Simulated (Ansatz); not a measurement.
Relaxation of Ge(OAc)2H2 (C4H8GeO4) with RKS r2SCAN-D4/def2-SVP.

```sh
$ ansatz run in.yaml --threads 2 --pin off --events-out ev --progress --plain --max-ram 22528MiB --backend cuda --devices 0, --max-vram 18GiB
```

```yaml
crystal:
  periodic: [false, false, false]
  atoms:
    - {symbol: Ge, position_ang: [-0.727230, 0.001680, -0.517510]}
    - {symbol: O, position_ang: [-0.454390, -0.018640, 1.310650]}
    - {symbol: C, position_ang: [-1.627350, -0.047030, 1.891840]}
    - {symbol: C, position_ang: [-1.602050, -0.063080, 3.389280]}
    - {symbol: O, position_ang: [-2.639640, -0.056780, 1.219940]}
    - {symbol: H, position_ang: [-2.613380, -0.122930, 3.778280]}
    - {symbol: H, position_ang: [-1.117670, 0.843130, 3.745910]}
    - {symbol: H, position_ang: [-1.015210, -0.912790, 3.729640]}
    - {symbol: O, position_ang: [1.088220, 0.029300, -0.860440]}
    - {symbol: C, position_ang: [1.251430, 0.048320, -2.159440]}
    - {symbol: C, position_ang: [2.673800, 0.061040, -2.627370]}
    - {symbol: O, position_ang: [0.284040, 0.051340, -2.894670]}
    - {symbol: H, position_ang: [2.709520, 0.096970, -3.711610]}
    - {symbol: H, position_ang: [3.175390, -0.833530, -2.265000]}
    - {symbol: H, position_ang: [3.182380, 0.924140, -2.203940]}
    - {symbol: H, position_ang: [-1.303840, 1.326090, -0.893060]}
    - {symbol: H, position_ang: [-1.264020, -1.327220, -0.932500]}
basis:
  gaussian: {orbitals: def2-SVP}
hamiltonian: {xc: r2scan, dispersion: d4}
scf: {lower_state_search: "off"}
output: {orbitals: {seedname: orbitals}}
relax: {f_tol: 0.02, max_steps: 100}
```

Hardware: 2 threads of AMD EPYC 7R13 on a shared host and a share (18 GiB) of an NVIDIA H100 80GB HBM3. Wall time 7.5 s, peak host memory 0.81 GiB.

Positions (Å) and forces (eV/Å) at steps 1, 2, 3, 4, 5, 6 of 6:

```xyz
17
step=1 energy=-68964.0840 eV
Ge   -0.727    0.002   -0.518    0.214    0.009    0.167
O    -0.454   -0.019    1.311    0.941    0.019   -0.089
C    -1.627   -0.047    1.892   -0.146   -0.019    0.553
C    -1.602   -0.063    3.389   -0.067   -0.006   -0.380
O    -2.640   -0.057    1.220   -0.824   -0.005   -0.450
H    -2.613   -0.123    3.778   -0.352   -0.018    0.119
H    -1.118    0.843    3.746    0.240    0.330    0.187
H    -1.015   -0.913    3.730    0.277   -0.303    0.181
O     1.088    0.029   -0.860    0.233   -0.009    0.917
C     1.251    0.048   -2.159    0.469    0.003   -0.325
C     2.674    0.061   -2.627   -0.367    0.012    0.059
O     0.284    0.051   -2.895   -0.692    0.002   -0.626
H     2.710    0.097   -3.712   -0.003    0.011   -0.363
H     3.175   -0.834   -2.265    0.254   -0.322    0.169
H     3.182    0.924   -2.204    0.258    0.304    0.189
H    -1.304    1.326   -0.893   -0.220    0.408   -0.148
H    -1.264   -1.327   -0.932   -0.213   -0.417   -0.161
17
step=2 energy=-68964.1360 eV
Ge   -0.727    0.001   -0.517   -0.006    0.000    0.003
O    -0.446   -0.020    1.314    0.334   -0.001   -0.040
C    -1.631   -0.048    1.893   -0.262    0.012    0.160
C    -1.601   -0.063    3.392   -0.041   -0.009   -0.143
O    -2.650   -0.055    1.216   -0.079   -0.007   -0.048
H    -2.620   -0.120    3.784   -0.086   -0.004    0.042
H    -1.107    0.846    3.755    0.070    0.085    0.049
H    -1.008   -0.918    3.739    0.078   -0.078    0.051
O     1.094    0.029   -0.853    0.078   -0.004    0.327
C     1.251    0.047   -2.163    0.062    0.009   -0.299
C     2.677    0.062   -2.628   -0.143    0.002    0.009
O     0.277    0.049   -2.903   -0.070   -0.002   -0.059
H     2.713    0.098   -3.720    0.011    0.002   -0.094
H     3.188   -0.836   -2.260    0.072   -0.083    0.049
H     3.193    0.930   -2.199    0.070    0.078    0.055
H    -1.321    1.337   -0.905   -0.043    0.071   -0.031
H    -1.283   -1.339   -0.945   -0.044   -0.072   -0.032
17
step=3 energy=-68964.1409 eV
Ge   -0.725    0.000   -0.515   -0.006   -0.003   -0.002
O    -0.443   -0.021    1.318    0.054    0.018   -0.015
C    -1.636   -0.045    1.896   -0.104   -0.053    0.032
C    -1.606   -0.063    3.395    0.004    0.017   -0.020
O    -2.654   -0.054    1.216    0.032    0.019    0.011
H    -2.626   -0.119    3.791    0.008    0.002    0.001
H    -1.104    0.845    3.761    0.000   -0.007    0.003
H    -1.009   -0.920    3.743   -0.002    0.005   -0.005
O     1.099    0.028   -0.852    0.005    0.004    0.056
C     1.253    0.047   -2.168   -0.006   -0.016   -0.108
C     2.678    0.063   -2.632   -0.016    0.005    0.011
O     0.276    0.047   -2.906    0.021    0.006    0.026
H     2.718    0.098   -3.727    0.004    0.000    0.007
H     3.195   -0.835   -2.260   -0.002    0.007    0.000
H     3.197    0.932   -2.201    0.000   -0.005   -0.001
H    -1.325    1.338   -0.909    0.004   -0.007    0.002
H    -1.289   -1.341   -0.949    0.003    0.007    0.003
17
step=4 energy=-68964.1409 eV
Ge   -0.724    0.000   -0.515   -0.008   -0.003   -0.004
O    -0.444   -0.021    1.318    0.060    0.017   -0.022
C    -1.636   -0.045    1.896   -0.110   -0.050    0.034
C    -1.605   -0.064    3.395    0.005    0.016   -0.020
O    -2.655   -0.054    1.217    0.035    0.018    0.008
H    -2.625   -0.119    3.792    0.008    0.002    0.002
H    -1.104    0.845    3.761    0.000   -0.007    0.004
H    -1.009   -0.920    3.743   -0.002    0.005   -0.004
O     1.099    0.028   -0.852    0.001    0.008    0.064
C     1.253    0.048   -2.169   -0.005   -0.026   -0.114
C     2.679    0.063   -2.632   -0.016    0.008    0.011
O     0.277    0.046   -2.908    0.019    0.010    0.029
H     2.718    0.097   -3.727    0.004    0.000    0.007
H     3.195   -0.835   -2.260   -0.003    0.007    0.001
H     3.198    0.933   -2.201    0.001   -0.005   -0.002
H    -1.325    1.338   -0.910    0.005   -0.006    0.003
H    -1.290   -1.340   -0.949    0.004    0.007    0.004
17
step=5 energy=-68964.1411 eV
Ge   -0.723    0.000   -0.514    0.001    0.004   -0.002
O    -0.445   -0.022    1.319    0.010   -0.023   -0.014
C    -1.639   -0.050    1.897   -0.046    0.070    0.015
C    -1.606   -0.063    3.396    0.010   -0.020   -0.002
O    -2.657   -0.051    1.219    0.027   -0.026    0.003
H    -2.626   -0.114    3.796    0.010   -0.001   -0.001
H    -1.100    0.844    3.759   -0.005   -0.010   -0.011
H    -1.012   -0.922    3.745   -0.007    0.008    0.002
O     1.100    0.027   -0.854   -0.013   -0.008    0.014
C     1.253    0.045   -2.172   -0.001    0.021   -0.044
C     2.679    0.064   -2.633    0.002   -0.007    0.010
O     0.277    0.046   -2.911    0.010   -0.008    0.022
H     2.721    0.099   -3.728    0.002   -0.001    0.009
H     3.196   -0.833   -2.260   -0.003    0.009   -0.004
H     3.196    0.934   -2.200   -0.008   -0.008   -0.004
H    -1.325    1.337   -0.910    0.006   -0.008    0.003
H    -1.290   -1.341   -0.948    0.004    0.007    0.004
17
step=6 energy=-68964.1413 eV
Ge   -0.724   -0.001   -0.514   -0.002    0.000   -0.001
O    -0.446   -0.023    1.318    0.000    0.000    0.003
C    -1.641   -0.047    1.898   -0.001    0.001   -0.001
C    -1.605   -0.063    3.396    0.001    0.001   -0.001
O    -2.659   -0.051    1.219    0.001   -0.001    0.001
H    -2.623   -0.112    3.798    0.000    0.001    0.000
H    -1.096    0.843    3.758    0.001   -0.001    0.000
H    -1.012   -0.923    3.742    0.000   -0.001   -0.001
O     1.098    0.026   -0.855    0.003    0.000   -0.001
C     1.252    0.045   -2.174    0.000   -0.001   -0.001
C     2.679    0.065   -2.632   -0.001    0.000    0.001
O     0.277    0.045   -2.912    0.001    0.001    0.000
H     2.725    0.099   -3.727    0.000    0.000    0.000
H     3.196   -0.832   -2.257    0.000    0.000    0.001
H     3.194    0.935   -2.199    0.000    0.001    0.000
H    -1.324    1.336   -0.910    0.000   -0.001    0.000
H    -1.290   -1.341   -0.948   -0.001    0.001    0.000
```
